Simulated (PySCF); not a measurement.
C₄H₄N (SMILES c1cc[n-]c1), charge -1, singlet, geometry from GFN2-xTB (in this run its highest filled SCF level lies above zero, so its values depend strongly on the basis, on diffuse functions most of all). Base run: M062X/STO-3G run with PySCF.

Geometry (Å):
```xyz
9

N      0.0014     0.0017     1.2175
C     -0.0150     1.0692     0.3932
C      0.0159    -1.0681     0.3962
C     -0.0112     0.7003    -0.9398
C      0.0091    -0.7030    -0.9378
H     -0.0291     2.0757     0.8024
H      0.0309    -2.0734     0.8083
H     -0.0216     1.3567    -1.8040
H      0.0176    -1.3618    -1.8002
```
Charge -1, spin multiplicity 1.
All else is at PySCF's defaults.

Each row names what was changed in the base input (with any setting that the change needs).

```json
[
 {"change": "base", "E (Eh)": "-206.84144", "HOMO (eV)": "2.16", "HOMO-LUMO gap (eV)": "12.00", "core-seconds (rough)": "3"},
 {"change": "functional = o3lyp", "E (Eh)": "-206.83017", "HOMO (eV)": "3.93", "HOMO-LUMO gap (eV)": "8.32", "core-seconds (rough)": "2"},
 {"change": "functional = hse06", "E (Eh)": "-206.64350", "HOMO (eV)": "3.73", "HOMO-LUMO gap (eV)": "8.81", "core-seconds (rough)": "4"},
 {"change": "functional = blyp", "E (Eh)": "-206.72182", "HOMO (eV)": "4.73", "HOMO-LUMO gap (eV)": "7.01", "core-seconds (rough)": "2"},
 {"change": "functional = blyp; dispersion = d3zero", "E (Eh)": "-206.72545", "HOMO (eV)": "4.73", "HOMO-LUMO gap (eV)": "7.01", "core-seconds (rough)": "2"},
 {"change": "functional = bhandhlyp", "E (Eh)": "-206.71776", "HOMO (eV)": "2.28", "HOMO-LUMO gap (eV)": "11.98", "core-seconds (rough)": "2"},
 {"change": "functional = lc_wpbe", "E (Eh)": "-206.71621", "HOMO (eV)": "0.50", "HOMO-LUMO gap (eV)": "14.94", "core-seconds (rough)": "3"},
 {"change": "functional = wb97x_v", "E (Eh)": "-206.81030", "HOMO (eV)": "0.98", "HOMO-LUMO gap (eV)": "14.50", "core-seconds (rough)": "200"},
 {"change": "functional = pbe0; dispersion = d3bj", "E (Eh)": "-206.63220", "HOMO (eV)": "3.32", "HOMO-LUMO gap (eV)": "9.62", "core-seconds (rough)": "2"},
 {"change": "functional = mn15", "E (Eh)": "-205.64130", "HOMO (eV)": "2.50", "HOMO-LUMO gap (eV)": "10.96", "core-seconds (rough)": "2"},
 {"change": "functional = hf", "E (Eh)": "-205.50882", "HOMO (eV)": "0.89", "HOMO-LUMO gap (eV)": "16.88", "core-seconds (rough)": "0.3"},
 {"change": "functional = pw6b95", "E (Eh)": "-207.13117", "HOMO (eV)": "3.13", "HOMO-LUMO gap (eV)": "9.76", "core-seconds (rough)": "3"},
 {"change": "functional = pw91,pw91", "E (Eh)": "-206.76109", "HOMO (eV)": "4.55", "HOMO-LUMO gap (eV)": "7.04", "core-seconds (rough)": "2"}
]
```

Absolute energies of different levels of theory aren't comparable as measures of quality.
